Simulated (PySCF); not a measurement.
Two-component Hartree-Fock for Ce⁴⁺ (cerium, charge +4)

Start: [Xe]. Calculated with PySCF 2.14 in x2c-SVPall-2c: generalised Hartree-Fock with the X2C-1e Hamiltonian and a Gaussian nucleus; one run each with spin-orbit coupling (SO) switched off, then screened by Boettger's factors.

```csv
spinor shell,electrons,"ε, spin-free (eV)","ε, screened SO (eV)",weight of nominal j (screened SO),"rms radius, screened SO (bohr)"
1s1/2,2,-40687.3,-40681.8,1.000,0.0281
2s1/2,2,-6663.9,-6662.2,1.000,0.114
2p1/2,2,-5966.5,-6279.1,1.000,0.0979
2p3/2,4,-5966.5,-5828.6,1.000,0.104
3s1/2,2,-1519.0,-1518.5,1.000,0.296
3p1/2,2,-1292.2,-1355.0,1.000,0.288
3p3/2,4,-1292.2,-1264.1,1.000,0.301
3d3/2,4,-969.49,-980.70,1.000,0.272
4s1/2,2,-363.58,-363.42,1.000,0.674
4p1/2,2,-286.30,-300.00,1.000,0.697
4p3/2,4,-286.30,-280.12,1.000,0.723
4d3/2,4,-171.25,-173.31,1.000,0.787
4d5/2,6,-171.25,-169.73,1.000,0.796
5s1/2,2,-89.591,-89.562,1.000,1.60
5p1/2,2,-66.494,-68.865,1.000,1.71
5p3/2,4,-66.494,-65.420,1.000,1.77
```

Question: Where does 3d5/2 lie, and what is the 3d spin-orbit splitting (screened SO)?

Answer: At -961.48 eV, 19.227 eV above 3d3/2.

```tsv
quantity	spin-free	screened SO
E (hartree)	-8851.74533	-8855.58189
M_J	0	0
⟨J²⟩	0.000	0.000
⟨L²⟩	0.000	0.039
⟨S²⟩	0.000	0.039
```

Breit and QED terms are absent; they matter most for the inner s and p1/2 levels.

Densities and radii are taken from the X2C orbitals without a picture-change correction, which distorts them close to the nucleus.

Without spin-orbit coupling the j labels of p, d and f shells carry no meaning; the spin-free column gives the mean over the occupied spinors of each nl shell.
